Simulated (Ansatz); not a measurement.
Molecule: C$_{2}$H$_{8}$ClSi$_{2}$ (charge 0, doublet). SMILES: C[Si](C)[SiH2]Cl
Geometry from a B3LYP-D3(BJ)/def2-TZVP (Ansatz, a quantum-chemistry and plane-wave program) optimisation:
```
Si
C 1 1.8846
H 2 1.0904 1 110.85
H 2 1.0917 3 108.35 1 -121.95
H 2 1.0943 3 108.16 4 -116.72
C 1 1.8883 2 111.45 3 177.00
H 6 1.0908 1 111.52 2 -179.19
H 6 1.0919 7 108.02 1 121.76
H 6 1.0943 7 108.13 8 116.39
Si 1 2.3359 2 111.30 3 50.68
H 10 1.4811 1 112.07 2 -169.21
H 10 1.4861 11 107.75 1 127.63
Cl 10 2.0845 11 107.75 12 114.28
```
Charge 0, spin multiplicity 2.

Quantity: size of the dipole moment, in D. Conventions: no spin-orbit coupling; six Cartesian d functions in 6-31G* and its kin unless marked 5d; LANL2DZ with its own core potentials from Na on; non-relativistic; no dispersion term unless named; UHF or UKS for open shells; 6-311+G** with 5d, 6d on Na to Ar in Ansatz. Ab initio and DFT rows: single points at B3LYP-D3(BJ) geometries (Ansatz).

| level | program | size of the dipole moment (D) |
|---|---|---|
| PBE/STO-3G | Ansatz | 3.05 |
| PBE/3-21G | Ansatz | 3.46 |
| PBE/LANL2DZ | Ansatz | 3.29 |
| PBE/6-31G* | Ansatz | 2.95 |
| PBE/def2-SVP | Ansatz | 2.45 |
| PBE/6-311+G** | Ansatz | 2.77 |

No value to compare with is used here. The 6 habitual levels span 2.45 (PBE/def2-SVP) to 3.46 D (PBE/3-21G).

The sets are all those run for this method; left out are runs that failed, that the program found above a lower state of the same kind, or whose <S^2> lies over 0.5 above the pure value.
